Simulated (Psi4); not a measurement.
furan (C4H4O), singlet, geometry from GFN2-xTB; B3LYP/STO-3G in Psi4.

Input for Psi4:
```
memory 2 GB

molecule mol {
0 1
O    -0.007985   -0.002511    1.150908
C    -0.007729    1.078552    0.354762
C     0.002839   -1.080090    0.350126
C     0.003161    0.710581   -0.954111
C     0.010099   -0.706412   -0.957154
H    -0.015720    2.039412    0.829826
H     0.004267   -2.043014    0.821059
H     0.005929    1.357590   -1.807037
H     0.019184   -1.349694   -1.812851
}

set {
  basis sto-3g
  reference rks
}

energy('b3lyp')
print_variables()
```

It wrote (shortened):

```
   => Loading Basis Set <=

    Name: STO-3G
    Role: ORBITAL
    Keyword: BASIS

         ---------------------------------------------------------
                                   SCF
               by Justin Turney, Rob Parrish, Andy Simmonett
                          and Daniel G. A. Smith
                              RKS Reference
         ---------------------------------------------------------

  ==> Geometry <==

    Molecular point group: c1
    Full point group: C1

    Geometry (in Angstrom), charge = 0, multiplicity = 1:

       Center              X                  Y                   Z               Mass
    ------------   -----------------  -----------------  -----------------  -----------------
         O           -0.007786363293    -0.002448323722     1.122275792692    15.994914619570
         C           -0.007530363293     1.078614676278     0.326129792692    12.000000000000
         C            0.003037636707    -1.080027323722     0.321493792692    12.000000000000
         C            0.003359636707     0.710643676278    -0.982743207308    12.000000000000
         C            0.010297636707    -0.706349323722    -0.985786207308    12.000000000000
         H           -0.015521363293     2.039474676278     0.801193792692     1.007825032230
         H            0.004465636707    -2.042951323722     0.792426792692     1.007825032230
         H            0.006127636707     1.357652676278    -1.835669207308     1.007825032230
         H            0.019382636707    -1.349631323722    -1.841483207308     1.007825032230

  Running in c1 symmetry.

  Rotational constants: A =      0.32357  B =      0.31213  C =      0.15887 [cm^-1]
  Rotational constants: A =   9700.39761  B =   9357.30711  C =   4762.88204 [MHz]
  Nuclear repulsion =  162.211523259915111

  Charge       = 0
  Multiplicity = 1
  Electrons    = 36
  Nalpha       = 18
  Nbeta        = 18

  ==> Algorithm <==

  SCF Algorithm Type is DF.
  DIIS enabled.
  MOM disabled.
  Fractional occupation disabled.
  Guess Type is SAD.
  Energy threshold   = 1.00e-06
  Density threshold  = 1.00e-06
  Integral threshold = 1.00e-12

  ==> Primary Basis <==

  Basis Set: STO-3G
    Blend: STO-3G
    Number of shells: 19
    Number of basis functions: 29
    Number of Cartesian functions: 29
    Spherical Harmonics?: true
    Max angular momentum: 1

  ==> DFT Potential <==

   => LibXC <=

    Version 7.1.2
[...]
   @DF-RKS iter   2:  -227.03929446648314    2.72872e-02   9.37038e-03 ADIIS/DIIS
   @DF-RKS iter   3:  -227.08641545325455   -4.71210e-02   1.01760e-03 ADIIS/DIIS
   @DF-RKS iter   4:  -227.08681650460247   -4.01051e-04   5.00899e-04 ADIIS/DIIS
   @DF-RKS iter   5:  -227.08693226854257   -1.15764e-04   9.40681e-05 DIIS
   @DF-RKS iter   6:  -227.08693674115395   -4.47261e-06   5.68576e-06 DIIS
   @DF-RKS iter   7:  -227.08693676063049   -1.94765e-08   7.35921e-07 DIIS
  Energy and wave function converged.

  ==> Post-Iterations <==

   Electrons on quadrature grid:
      Ntotal   =   35.9999844855 ; deviation = -1.551e-05

    Orbital Energies [Eh]
    ---------------------

    Doubly Occupied:

[...]
    Virtual:

[...]
    Final Occupation by Irrep:
              A
    DOCC [    18 ]
    NA   [    18 ]
    NB   [    18 ]

  @DF-RKS Final Energy:  -227.08693676063049

   => Energetics <=

    Nuclear Repulsion Energy =            162.2115232599151113
    One-Electron Energy =                -629.3930004006811032
    Two-Electron Energy =                 265.8055673992163292
    DFT Exchange-Correlation Energy =     -25.7110270190807988
    Empirical Dispersion Energy =           0.0000000000000000
    VV10 Nonlocal Energy =                  0.0000000000000000
    Total Energy =                       -227.0869367606304650

Computation Completed

Properties will be evaluated at   0.000000,   0.000000,   0.000000 [a0]

Properties computed using the SCF density matrix

 Multipole Moments:

 ------------------------------------------------------------------------------------
     Multipole            Electronic (a.u.)      Nuclear  (a.u.)        Total (a.u.)
 ------------------------------------------------------------------------------------

 L = 1.  Multiply by 2.5417464519 to convert [e a0] to [Debye]
 Dipole X            :         -0.0131375            0.0135133            0.0003758
 Dipole Y            :         -0.0041307            0.0042488            0.0001181
 Dipole Z            :          1.8936743           -1.9478550           -0.0541807
 Magnitude           :                                                    0.0541821

 ------------------------------------------------------------------------------------

  Variable Map:
  ----------------------------------------------------------------------------
[...]
  Array Variable Map:
  ----------------------------------------------------------------------------
[...]
[...]
```
